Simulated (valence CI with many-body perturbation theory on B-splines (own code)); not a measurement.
# Ladder of approximations for Ce LI

Computed by valence CI with perturbative core correlation (CI+MBPT): six valence electrons over a frozen Dirac-Fock core [He], a basis of 9 s, 9 p, 8 d, 6 f, 3 g, 1 h functions for each j, with the one-electron correlation potential Σ1, the two-electron term Σ2, the three-electron term Σ3, Breit, model QED; selected CI, second order for the rest, scaled by the run's own slope (own B-spline code, finite nucleus).

No measured spectrum was set against this ion. As an estimate, large intervals hold to a few tenths of a per cent, small ones and those within an open d or f shell to about a per cent. Among the levels kept, up to 2400 cm⁻¹ of a level comes from second order outside the variational space, and about a tenth of that is noise between levels of different J, which matters for small intervals.

Each rung adds one term. CI alone is the Dirac-Coulomb CI over the frozen core; QED comes last and gives the full result, which names the levels. Energies are above (2s^2 2p1/2^2 2p3/2^2) J=2 on the same rung, in × 10³ cm⁻¹.

Levels are named by their leading jj configuration (3d3/2^4 stands for four electrons in 3d with j = 3/2), which in mixed levels can hold well under half, so a name can repeat and another be missing. Letters in brackets count levels of one name in rising energy.

```csv
Level,CI alone,Σ1,Σ2,Σ3,Breit,QED,Full
(2s^2 2p1/2^2 2p3/2^2) J=0,310.50,+0.01,+1.77,-0.33,+29.73,-0.44,341.24
(2s^2 2p1/2 2p3/2^3) J=1,3750.1,+0.92,+0.31,-0.19,-38.51,+6.59,3719.2
(2s^2 2p1/2 2p3/2^3) J=2,3918.9,+0.92,+0.56,-0.43,-67.61,+6.59,3859.0
(2s 2p1/2^2 2p3/2^3) J=2,6088.8,-1.19,-2.57,-1.39,-0.44,-53.86,6029.3
(2s 2p1/2^2 2p3/2^3) J=1,6559.3,-1.18,-3.27,-2.32,+7.54,-54.13,6505.9
(2s^2 2p3/2^4) J=0,7777.8,+1.83,+2.09,-0.69,-89.84,+12.29,7703.5
(2s 2p1/2 2p3/2^4) J=0,9909.2,-0.27,-0.98,-1.58,-41.41,-47.50,9817.5
(2s 2p1/2 2p3/2^4) J=1,10191,-0.28,-2.43,-2.23,-55.03,-47.60,10084
(2p1/2^2 2p3/2^4) J=0,12903,-2.34,-5.61,-3.90,+13.54,-107.19,12797
(2s^2 2p1/2^2 2p3/2 3s) J=2,41924,+2.15,+0.75,-1.46,-43.46,+11.83,41894
(2s^2 2p1/2^2 2p3/2 3s) J=1,41979,+2.15,+0.63,-1.47,-41.54,+11.81,41950
(2s^2 2p1/2^2 2p3/2 3p1/2) J=1,42600,+1.72,+0.88,-1.47,-20.85,-5.45,42575
(2s^2 2p1/2^2 2p3/2 3p1/2) J=2,42623,+1.72,+0.78,-1.47,-28.68,-5.44,42590
(2s^2 2p1/2^2 2p3/2 3p3/2) J=3,43687,+1.92,+0.73,-1.46,-47.35,-3.53,43637
(2s^2 2p1/2^2 2p3/2 3p3/2) J=1,43685,+1.91,+0.69,-1.47,-44.30,-3.56,43638
(2s^2 2p1/2^2 2p3/2 3p3/2) J=2,43850,+1.92,+0.26,-1.47,-42.69,-3.44,43805
(2s^2 2p1/2^2 2p3/2 3p3/2) J=0,43990,+1.92,+1.66,-1.47,-31.46,-3.74,43957
(2s^2 2p1/2^2 2p3/2 3d3/2) J=2,44414,+2.23,+1.17,-1.41,-44.28,-5.36,44366
(2s^2 2p1/2^2 2p3/2 3d3/2) J=3,44471,+2.23,+1.25,-1.43,-52.62,-5.31,44415
(2s^2 2p1/2^2 2p3/2 3d3/2) J=1,44484,+2.23,+1.17,-1.43,-43.92,-5.35,44437
(2s^2 2p1/2^2 2p3/2 3d3/2) J=0,44481,+2.23,+1.93,-1.43,-29.38,-5.54,44448
(2s^2 2p1/2^2 2p3/2 3d5/2) J=4,44723,+2.26,+1.25,-1.43,-60.37,-4.57,44660
(2s^2 2p1/2^2 2p3/2 3d5/2) J=2,44788,+2.25,+1.14,-1.43,-56.21,-4.60,44729
(2s^2 2p1/2^2 2p3/2 3d5/2) J=3,44897,+2.25,+1.09,-1.41,-62.28,-4.57,44832
(2s^2 2p1/2^2 2p3/2 3d5/2) J=1,44950,+2.25,+1.11,-1.42,-50.66,-4.58,44897
(2s^2 2p1/2 2p3/2^2 3s) J=2 [a],45570,+3.07,+0.90,-1.43,-97.53,+18.38,45493
(2s^2 2p1/2 2p3/2^2 3s) J=1 [a],45641,+3.08,+0.67,-1.42,-97.50,+18.47,45564
(2s^2 2p1/2 2p3/2^2 3s) J=3,45789,+3.08,+1.18,-1.70,-136.52,+18.42,45674
(2s^2 2p1/2 2p3/2^2 3s) J=2 [b],45833,+3.08,+1.06,-1.70,-132.26,+18.44,45721
(2s^2 2p1/2 2p3/2^2 3s) J=0,46020,+3.08,+2.49,-1.95,-85.47,+17.85,45956
(2s^2 2p1/2 2p3/2^2 3s) J=1 [b],46048,+3.08,+1.48,-1.95,-89.18,+18.22,45980
```

The middle columns are the shifts that each term adds.

(1) How does the ionisation energy move along the ladder, and which term matters most?

## Answers

(1) CI alone 9553.6, + Σ1 9553.9, + Σ2 9554.1, + Σ3 9554.0, + Breit 9546.2, + QED 9545.6 eV. The largest step is Breit, -7.8 eV. NIST lists 9545 ± 4 eV (theoretical).
